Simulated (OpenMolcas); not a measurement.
# Mn4+: moving the ligands

Mn4+ with 6 ligands (fluoride) in octahedral coordination (Oh) at 1.84 Å. A charge of +0.333 e stands 3.2 Å behind each ligand. Ligand basis ANO-RCC-VDZP.

```json
{
 "Program": "OpenMolcas 26.06",
 "Method": "SS-CASPT2, IPEA 0.25 Eh, imaginary shift 0.1 Eh (closed shells correlated: 3s 3p and the ligand valence shells)",
 "Basis": "ANO-RCC-VTZP [6s5p3d2f1g]",
 "Scalar Hamiltonian": "DKH2, point nucleus",
 "Active space": "3 electrons in 5 orbitals (3d)",
 "State averaging": "2S+1 = 4 even, 10 roots; 2S+1 = 2 even, 40 roots",
 "Spin-orbit coupling": "state interaction with AMFI integrals over the reference wave functions"
}
```

Runs around this geometry, states (labels of O, the rotations of Oh). Energies in cm-1 above the lowest state or level, χT in cm3 K/mol; 10Dq and B are least-squares fits to the states below 45000 cm-1, weighted by degeneracy, with a free offset, and given where the rms deviation is under 5 % of |10Dq| (or 100 cm-1) and under 700 cm-1.

```csv
R (Å),Ground state,First state of that spin,10Dq,B (rms of fit),First gap with spin-orbit (degeneracies),χT at 300 K,First state of another spin
1.74,4A2,4T2 28810,27418,816 (535),"14490 (4, 4)",1.844,2E 14510
1.84,4A2,4T2 24740,,,"14290 (4, 4)",1.838,2E 14310
1.89,4A2,4T2 23350,,,"14170 (4, 4)",1.835,2E 14190
```

Taking the first state of the same spin as R^-n, n = -ln(23350 / 28810) / ln(1.89 / 1.74) = 2.5 between the shortest and longest distance.

Roots that are degenerate in the reference are averaged as groups; the widest CASPT2 spread within a group is 660 cm-1 (the 3-fold group of multiplicity 2 near 94200 cm-1 above the lowest state of its run, R = 1.74). Shifts and gaps below about the spread of the groups concerned are not significant. Over all roots computed the reference weight is 0.69 to 0.70 in R = 1.74, 0.67 to 0.69 in R = 1.84, 0.67 to 0.68 in R = 1.89; a low but even weight reflects the number of correlated electrons. Ligand-to-metal charge-transfer states are missing. With no ligand orbital active B as a rule stays too high, so bands that hang on it stand too high and its fall with covalency is understated. With one d shell and no ligand orbital active, 10Dq can be off by a tenth or more. The least metal-like active orbital is 80 % on the metal (Löwdin) and no ligand orbital is active, so the numbers are rough (holds for R = 1.74). The least metal-like active orbital is 81 % on the metal (Löwdin) and no ligand orbital is active, so the numbers are rough (holds for R = 1.84; R = 1.89). No measured value stands beside these numbers; the geometry was imposed, not optimised, and the real ion may take another.
